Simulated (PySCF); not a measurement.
**UHF on Mn⁺ (manganese, charge +1)**

Configuration: [Ar] 3d5 4s1, high-spin 7S determinant. All numbers are calculated (PySCF 2.14, scalar relativity by spin-free X2C-1e, in cc-pVDZ-DK (6s5p3d1f, 43 functions)).

* Total energy: -1157.160677 hartree
* One-electron energy: -1587.8339 hartree
* Hartree (Coulomb) energy: 482.0529 hartree
* Exchange energy: -51.3797 hartree
* ⟨S²⟩: 12.0002
* ⟨L²⟩: 0.000
* Sum of ⟨r⟩: 17.87 bohr
* Sum of ⟨r²⟩: 25.84 bohr²
* Langevin diamagnetic susceptibility: -20.5 ×10⁻⁶ cm³/mol
* Time after the integrals: 0.11 s of wall time on 1 thread of Neoverse-V2 (shared host)

```json
{"shell": "1s α", "electrons": "1", "mean orbital energy (eV)": "-6606.3", "rms radius, mean of both spins (bohr)": "0.0703"}
{"shell": "1s β", "electrons": "1", "mean orbital energy (eV)": "-6606.1", "rms radius, mean of both spins (bohr)": "0.0703"}
{"shell": "2s α", "electrons": "1", "mean orbital energy (eV)": "-813.28", "rms radius, mean of both spins (bohr)": "0.302"}
{"shell": "2s β", "electrons": "1", "mean orbital energy (eV)": "-809.57", "rms radius, mean of both spins (bohr)": "0.302"}
{"shell": "2p α", "electrons": "3", "mean orbital energy (eV)": "-686.89", "rms radius, mean of both spins (bohr)": "0.273"}
{"shell": "2p β", "electrons": "3", "mean orbital energy (eV)": "-683.26", "rms radius, mean of both spins (bohr)": "0.273"}
{"shell": "3s α", "electrons": "1", "mean orbital energy (eV)": "-119.32", "rms radius, mean of both spins (bohr)": "0.916"}
{"shell": "3s β", "electrons": "1", "mean orbital energy (eV)": "-107.92", "rms radius, mean of both spins (bohr)": "0.916"}
{"shell": "3p α", "electrons": "3", "mean orbital energy (eV)": "-82.574", "rms radius, mean of both spins (bohr)": "0.988"}
{"shell": "3p β", "electrons": "3", "mean orbital energy (eV)": "-69.031", "rms radius, mean of both spins (bohr)": "0.988"}
{"shell": "3d α", "electrons": "5", "mean orbital energy (eV)": "-25.195", "rms radius, mean of both spins (bohr)": "1.28"}
{"shell": "4s α", "electrons": "1", "mean orbital energy (eV)": "-14.994", "rms radius, mean of both spins (bohr)": "3.08"}
```

Densities and radii are taken from the X2C orbitals without a picture-change correction, which distorts them close to the nucleus.
